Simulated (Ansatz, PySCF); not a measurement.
H3OSi, SMILES [O][SiH3] (connectivity only; charge and spin as stated), charge -1, multiplicity 1. Atoms are numbered in the order given.

```xyz
5

O      0.0000     0.0000    -1.1638
Si     0.0000     0.0000     0.4005
H     -1.1820     0.6824     1.0944
H      1.1820     0.6824     1.0944
H      0.0000    -1.3648     1.0944
```
Charge -1, spin multiplicity 1.

The structure is a stationary point at PBE0-D3(BJ)/def2-TZVPD. The spin state was assumed, not searched. The isomer is the one that the SMILES or the coordinates give; other isomers of the formula were not compared.

Two levels are set side by side: PBE-D3(BJ)/def2-TZVPD (Ansatz, a first-principles code) and PBE0-D3(BJ)/def2-TZVPD (Ansatz). Each level has its own optimised geometry; the coordinates shown are those of the second. Frequencies come from the Hessian of PySCF at each geometry. Differences are taken from unrounded values.

```csv
quantity,PBE0-D3(BJ),PBE-D3(BJ),PBE-D3(BJ) minus PBE0-D3(BJ)
mean bond length (Å),1.539,1.553,0.013
bond O1–Si2 (Å),1.564,1.583,0.019
bond Si2–H3 (Å),1.531,1.543,0.012
bond Si2–H4 (Å),1.531,1.543,0.012
bond Si2–H5 (Å),1.531,1.543,0.012
highest harmonic wavenumber (cm⁻¹),2010,1933,-76
mean harmonic wavenumber (cm⁻¹),1253,1203,-49
zero-point energy (kcal/mol),16.12,15.48,-0.64
```

Exact exchange shortens and stiffens bonds; PBE has none. Differences between two approximate levels are no errors against the true value.
